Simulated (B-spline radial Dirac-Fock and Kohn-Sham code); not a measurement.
**Elastic and transport cross sections of promethium for electrons**

Calculated with an atomic code on a B-spline grid, using relativistic (Dirac) partial waves in the static field of the Dirac-Fock atom with Furness-McCarthy exchange, without polarisation or absorption potentials. σ_tr1 and σ_tr2 weight the cross section with 1 − P₁ and 1 − P₂ of cos θ; "backward" is the share scattered beyond 90°.

| energy (eV) | σ (a₀²) | σ_tr1 (a₀²) | σ_tr2 (a₀²) | σ/σ_tr1 | backward (%) |
| --- | --- | --- | --- | --- | --- |
| 500 | 17.8 | 4.34 | 4.18 | 4.10 | 11 |
| 538 | 17.2 | 4.12 | 3.87 | 4.17 | 11 |
| 555 | 17.0 | 4.03 | 3.74 | 4.21 | 11 |
| 792 | 14.3 | 2.98 | 2.61 | 4.78 | 9.5 |
| 844 | 13.8 | 2.81 | 2.46 | 4.92 | 9.2 |
| 858 | 13.7 | 2.76 | 2.43 | 4.96 | 9.1 |
| 882 | 13.5 | 2.69 | 2.36 | 5.02 | 9.0 |
| 1000 | 12.7 | 2.37 | 2.11 | 5.35 | 8.3 |
| 1500 | 10.2 | 1.52 | 1.50 | 6.75 | 6.0 |
| 1740 | ? | ? | ? | ? | ? |
| 1970 | 8.84 | 1.09 | 1.18 | 8.09 | 4.7 |

**Question.** Fill in the row for 1.74 keV.

**Answer.** σ = 9.45 a₀², σ_tr1 = 1.27 a₀², σ_tr2 = 1.32 a₀², σ/σ_tr1 = 7.44, backward 5.3 %. The ratio σ/σ_tr1 is roughly the number of elastic collisions that randomise the direction.
